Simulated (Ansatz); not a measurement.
Ansatz (a quantum-chemistry and plane-wave program) input (RI-MP2/aug-cc-pVQZ):
A basis named .json is the Basis Set Exchange file of that set.

Ansatz 0.2 input:
```yaml
crystal:
  periodic: [false, false, false]
  atoms:
    - {symbol: C, position_ang: [-1.19823066, -0.02351216, -1.57843553]}
    - {symbol: C, position_ang: [-0.08607453, -0.32696609, -0.58283404]}
    - {symbol: C, position_ang: [0.80738196, -1.46118098, -1.06810710]}
    - {symbol: Se, position_ang: [-0.84233951, -0.92889150, 1.16324289]}
    - {symbol: Se, position_ang: [0.95675802, 1.36352612, -0.38848410]}
    - {symbol: H, position_ang: [-1.80205399, -0.91710901, -1.74095301]}
    - {symbol: H, position_ang: [-1.85398159, 0.77013617, -1.22226188]}
    - {symbol: H, position_ang: [-0.77233702, 0.28383986, -2.53786649]}
    - {symbol: H, position_ang: [1.61883780, -1.66336253, -0.36996052]}
    - {symbol: H, position_ang: [0.22146312, -2.37641100, -1.19225027]}
    - {symbol: H, position_ang: [1.24479721, -1.19970840, -2.03238397]}
    - {symbol: H, position_ang: [-1.52096095, 0.34227918, 1.45609312]}
    - {symbol: H, position_ang: [1.83554552, 0.85271405, 0.67404438]}
basis:
  gaussian:
    orbitals: aug-cc-pVQZ
    fitting: {mean_field: def2-universal-jkfit, correlation: aug-cc-pVQZ-RIFIT.json}
magnetization: {spin_polarized: false}
correlation: {method: mp2, electrons: outside_noble_gas}
```

End of the output:

```
integrals: 3.61 GiB planned
901 factors; integrals over basis functions are off by at most 5.2e0 eV
3.53 GiB of device memory are held for the factors and their scratch space
mean field: 6.80 GiB planned
mean field evaluation 1: about -133823.6259 eV, gradient 3.7e1 eV
mean field evaluation 2: about -133826.9240 eV, gradient 1.7e1 eV
mean field evaluation 4: about -133827.7331 eV, gradient 2.1e0 eV
mean field evaluation 8: about -133827.7469 eV, gradient 1.7e-6 eV
mean field -133827.74687669 eV, -4918.0789860135 hartree, gradient 1.7e-6 eV, S^2 0.000000; 0 other end points of the search recorded, 0 dependent functions left out
31 core orbitals not correlated
1668 factors; their error is unknown
reference -133827.74687669 eV, -4918.0789860135 hartree; 16, 16 occupied and 747, 747 virtual orbitals, 1668 factors
second order -25.08072917 eV of doubles, -0.00000000 eV of singles
Total energy: -133852.82760586 eV, -4919.0006858101 hartree
```
